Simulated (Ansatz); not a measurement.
Molecule: CAuO, charge 0, multiplicity 2. The spin state was set by rule; other spins were not relaxed. SMILES of the parent species: [Au]<-[C-]#[O+]
Structure (B3LYP-D3(BJ)/def2-TZVP (Ansatz, a first-principles code) minimum search):
```
C
O 1 1.1382
Au 1 2.0531 2 140.18
```
Charge 0, spin multiplicity 2.

Task: Give the harmonic wavenumbers at B3LYP-D3(BJ)/def2-TZVP (Ansatz, finite differences of forces, unscaled).

Result: 229, 358, 2073 cm⁻¹. Zero-point energy 3.8 kcal/mol.

Task: From these and the geometry, give the ideal-gas thermochemistry at 298.15 K and 1 atm (rigid rotor, harmonic oscillator).

Result: Point group Cs, rotational symmetry number 1. Rotational constants 229, 2.961, 2.923 GHz. S(trans) 42.13, S(rot) 22.61, S(vib) 3.02, S(elec, spin only) 1.38, S 69.1 cal/(mol K). H(298) - H(0) 2.92 kcal/mol; G - E(el) -13.9 kcal/mol.
